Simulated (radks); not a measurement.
Task: Species: Hf. Configuration: [Xe] 4f14 5d2 6s1 6p1 (not the ground configuration). Calculated with a radial shooting solver on a logarithmic mesh with Libxc functionals: scalar-relativistic Kohn-Sham, PBE, spin-polarised, spherical densities, finite nucleus; open shells are filled with parallel spins first (spin-orbit coupling, left out, can overturn this in heavy ions); Fermi nuclear charge, rms radius 5.347 fm. Some entries of the table are withheld. Estimate them.

orbital  occ.  eigenvalue (Ry)  <1/r> (bohr^-1)  r(max) (bohr)
1s up       1        -4796.998            83.78        0.01190
1s down     1        -4796.997            83.78        0.01190
2s up       1        -820.4925            19.56        0.06807
2s down     1        -820.4878            19.56        0.06807
2p up       3        -720.6070            17.85        0.05567
2p down     3        -720.6031            17.85        0.05567
3s up       1        -187.0152            7.238         0.1921
3s down     1        -187.0145            7.238         0.1922
3p up       3        -157.1614            6.712         0.1898
3p down     3        -157.1605            6.712         0.1898
3d up       5        -121.7864            6.350         0.1546
3d down     5        -121.7838            6.350         0.1546
4s up       1        -37.74086            3.066         0.4374
4s down     1        -37.73776            3.066         0.4374
4p up       3        -27.94419            2.792         0.4582
4p down     3        -27.94119            2.792         0.4582
4d up       5        -15.27281            2.475         0.4710
4d down     5        -15.26873            2.476         0.4710
5s up       1         -5.03030            1.169          1.017
5s down     1         -4.97694            1.175          1.014
5p up       3         -2.73228              (1)          1.162
5p down     3         -2.65498              (2)          1.156
4f up       7         -1.32490            1.913         0.4547
4f down     7         -1.31056            1.921         0.4545
6s up       1         -0.48367           0.3794          2.847
5d up       2         -0.32176           0.5531          1.695
5d down     0         -0.18158           0.5794          1.648
6p up       1              (3)           0.2709          3.799

Result: 
(1) 5p up <1/r> (bohr^-1): 0.9710
(2) 5p down <1/r> (bohr^-1): 0.9799
(3) 6p up eigenvalue (Ry): -0.17666
